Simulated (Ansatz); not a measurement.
BFGaGeH₅, SMILES `[BH2][GeH]([F])[GaH2]`, 9 atoms. Total charge 0; spin multiplicity 1. Correlated methods include outer-core shells of Ga, Ge, which these sets cover unevenly. Scalar relativity is left out up to krypton. All runs use 4 threads of an AMD EPYC 9R05 on a shared host. Correlated methods freeze the cores.

Question: How many basis functions does each run have, and how long does it take in Ansatz? RHF-CCSD(T)/def2-TZVPP energy; RKS ωB97M-V/def2-SVP energy; RKS PBE0-D4/def2-SVP energy; RKS SPW92 (LDA)/def2-TZVPP energy; RKS PBE0-D4/def2-TZVP relaxation (20 steps); RKS r2SCAN-D4/def2-TZVPP energy and forces; RKS LC-ωPBE/def2-TZVPP energy; RHF-MP2/def2-QZVPP energy; RKS ωB97M-V/def2-QZVPP energy; RKS PBE0-D4/def2-QZVPP energy; RKS B97M-V/def2-TZVPP energy; RKS PBE0-D4/def2-TZVP frequencies. (Estimate.)

Answer: Computed: Other jobs shared the machine, so times are rough.

```
                     level                    job  functions  wall time  peak host memory (GiB)
RKS SPW92 (LDA)/def2-TZVPP                 energy        228     0.45 s                    0.31
      RKS PBE0-D4/def2-SVP                 energy        117     0.55 s                    0.43
    RKS LC-ωPBE/def2-TZVPP                 energy        228      1.1 s                    0.47
  RKS r2SCAN-D4/def2-TZVPP      energy and forces        228      1.4 s                    0.35
      RKS ωB97M-V/def2-SVP                 energy        117      1.9 s                    0.43
     RKS B97M-V/def2-TZVPP                 energy        228      2.7 s                    0.41
    RKS PBE0-D4/def2-QZVPP                 energy        442      3.4 s                     1.9
    RKS ωB97M-V/def2-QZVPP                 energy        442      7.5 s                     2.2
        RHF-MP2/def2-QZVPP                 energy        442        9 s                     2.5
     RKS PBE0-D4/def2-TZVP  relaxation (20 steps)        188       24 s                    0.61
     RKS PBE0-D4/def2-TZVP            frequencies        188       43 s                    0.61
    RHF-CCSD(T)/def2-TZVPP                 energy        228       46 s                     3.9
```

LC-ωPBE has ω = 0.4 bohr⁻¹.
